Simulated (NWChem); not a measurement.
System: GeI2, singlet; SMILES [Ge]([I])[I]

NWChem input:

```
start job
memory heap 200 mb stack 900 mb global 1100 mb
geometry units angstroms noautoz
  Ge     0.000000     0.000000     1.228472
  I      1.999242     0.000000    -0.371229
  I     -1.999242     0.000000    -0.371229
end
basis spherical
  * library def2-svp
end
ecp
  I library def2-ecp
end
dft
  xc pbe0
  iterations 150
  vectors input atomic output neutral.movecs
end
task dft energy
charge 1
dft
  odft
  mult 2
  vectors input atomic output cation.movecs
end
task dft energy
```

Low-valent species are run as closed-shell singlets; no triplet was tried in these runs. The geometry was optimised at PBE0/def2-SVP. Not confirmed as a minimum by frequencies. def2 effective core potentials on I; no spin-orbit coupling.

Ions are spin-unrestricted doublets at the neutral geometry; other ion states weren't tried.

Predict the main results of this run. (PBE0/def2-SVP with def2 effective core potentials on I, vertical spin-unrestricted ions.) Quantities: vertical ionisation energy, ΔSCF (eV); −ε(HOMO) (eV).


```json
{
 "vertical ionisation energy, ΔSCF (eV)": "9.17",
 "−ε(HOMO) (eV)": "7.29"
}
```
